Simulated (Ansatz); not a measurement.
One change: `C[C](C)(F)[AlH2]` becomes `CC(C)(F)C=S`.

Ansatz, PBE0-D4/def2-TZVP geometries, multiplicity 1. Each molecule was computed in one conformer, which needn't be the lowest.

| property | `C[C](C)(F)[AlH2]` |
| --- | --- |
| HOMO–LUMO gap (ωB97M-V/def2-TZVPP) / eV | 9.48 |
| LUMO energy (ωB97M-V/def2-TZVPP) / eV | 0.00 |
| LUMO energy (PBE/def2-TZVPP) / eV | -2.34 |
| HOMO energy (PBE/def2-TZVPP) / eV | -5.93 |
| size of the dipole moment (PBE/def2-TZVPP) / D | 1.56 |
| HOMO–LUMO gap (B3LYP/def2-TZVPP) / eV | 5.27 |

What does the change do to each property? (An estimate is asked.)

Computed: 
```csv
property,`CC(C)(F)C=S`,shift
HOMO–LUMO gap (ωB97M-V/def2-TZVPP) / eV,8.70,-0.78
LUMO energy (ωB97M-V/def2-TZVPP) / eV,-0.06,-0.06
LUMO energy (PBE/def2-TZVPP) / eV,-3.17,-0.83
HOMO energy (PBE/def2-TZVPP) / eV,-5.29,0.64
size of the dipole moment (PBE/def2-TZVPP) / D,3.20,1.64
HOMO–LUMO gap (B3LYP/def2-TZVPP) / eV,3.86,-1.41
```

With PBE0 the HOMO rises by 0.72 eV and the LUMO falls by 0.66 eV, so the gap narrows by about 1.38 eV. PBE moves the HOMO by 0.64 eV and ωB97M-V by 0.72 eV. Dipoles are sizes alone; their direction can turn.

Positive LUMOs are unbound, so they and the gaps depend on the basis.

B3LYP here is the variant with VWN-RPA as its local correlation; programs differ in this.
